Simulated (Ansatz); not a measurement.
**Match the barriers**

Saddle point of C2H8Ge, singlet (C₂H₈Ge ([CH3][GeH2][CH3]) → C₂H₆Ge ([CH3][Ge][CH3]) + H₂; bonds formed: H2–H3; bonds broken: Ge1–H2, Ge1–H3), PBE0-D4/def2-TZVP structure:

```
atom    x (Å)    y (Å)    z (Å)
 Ge1  -0.6510  -0.4378   0.3119
  H2  -0.5946  -1.9866   0.0092
  H3   0.3778  -1.5995  -0.5031
  C4   0.8557   0.1436   1.4491
  C5  -0.8084   0.6287  -1.3431
  H6   0.4861   0.8775   2.1663
  H7   1.6607   0.5898   0.8664
  H8   1.2434  -0.7103   2.0054
  H9  -1.2255   0.0095  -2.1378
 H10  -1.4959   1.4552  -1.1592
 H11   0.1519   1.0298  -1.6651
```

Program: Ansatz 0.2.0. Basis: def2-TZVPP, with def2-QZVPP for the basis limit. Cores are frozen in the correlated methods. Filled d shells of the heavier atoms are correlated. The def2 sets are not built for correlating such inner shells, so the correlated values are less sure here. Extrapolation: Hartree–Fock as exp(−7.88 √X), correlation as X^−2.97. Four methods, as single points on the PBE0-D4 structures, gave these electronic barriers from the start structure: 51.71, 55.76, 61.42, 75.85 kcal/mol.

Question: The methods were, in alphabetical order, HF, MP2, PBE-D4, r2SCAN-D4. Which gave which? (A judgement: the text doesn't fix the answer.)

Answer: By the calculation: PBE-D4 51.71; r2SCAN-D4 55.76; MP2 61.42; HF 75.85 kcal/mol. For comparison, CCSD(T) at an estimated basis limit (MP2 extrapolated from triple and quadruple zeta, plus CCSD(T) − MP2 in triple zeta) gives 57.85 kcal/mol.

T1 diagnostic: at most 0.011. The restricted Hartree–Fock reference is unstable towards an unrestricted one at one or more of these structures.

Losses and insertions of silylenes and their heavier kin drive the gas-phase chemistry of silicon and germanium vapour deposition.

Labels in which every atom is bracketed show which atoms are joined, not bond orders.

For scale, one of the runs: CCSD(T)/def2-TZVPP, 222 basis functions (an equivalent command: `ansatz run in.yaml --threads 4`). The run took 90 s on 4 CPU threads (shared host), with 3.5 GiB of host memory at its peak.
